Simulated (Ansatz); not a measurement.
Molecule: fluoro(trimethyl)silane, C3H9FSi, charge 0, multiplicity 1. 
Coordinates optimised at B3LYP-D3(BJ)/def2-TZVP (Ansatz, a program for electronic structure):
```xyz
14

Si     0.0031    -0.0046    -0.0283
F      0.1761    -0.2636    -1.6175
C     -1.6149    -0.7764     0.4855
C      1.4504    -0.8134     0.8253
C     -0.0038     1.8416     0.2343
H     -2.4531    -0.3293    -0.0530
H     -1.6202    -1.8499     0.2855
H     -1.7899    -0.6343     1.5548
H      1.4738    -1.8872     0.6285
H      1.3903    -0.6726     1.9074
H      2.3966    -0.3878     0.4846
H     -0.1184     2.0820     1.2943
H     -0.8268     2.3133    -0.3065
H      0.9288     2.2921    -0.1119
```

Parts of the frozen-core correlation energy in cc-pV(T+d)Z (Ansatz, hartree). Frozen orbitals: 9; correlated occupied orbitals by spin: 16 and 16; virtual: 260 and 260. Spin-orbit coupling is left out. No relativistic terms.

```csv
term,value
reference (HF),-507.42588
MP2 opposite-spin,-0.70500
MP2 same-spin,-0.20715
CCSD correlation,-0.96193
(T),-0.03361
T1 diagnostic,0.010
largest doubles amplitude,0.014
```
